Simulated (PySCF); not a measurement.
# LiSe at TPSSh

Level: TPSSh. PySCF, no relativity, basis sets Li pcseg-1, Se pcseg-1.

For LiSe, the state is ²Π (doublet), unpaired electrons π ↑, the bond length is 2.293 Å and the harmonic wavenumber is 512 cm⁻¹. The force constant is 0.998 mdyn/Å, the rotational constant Be is 0.4970 cm⁻¹ and the anharmonicity ωexe is 2.94 cm⁻¹. The vibration–rotation constant αe is 0.00462 cm⁻¹ and the well depth De to Li + Se is 3.00 eV. The dissociation energy D0 is 2.97 eV. The bond order (Mayer) is 0.79 and the dipole moment (positive dipole means Li(−)Se(+)) is -6.82 D.

Spin–orbit coupling is left out. The state was picked by a PBE0 search and need not be the measured ground state.
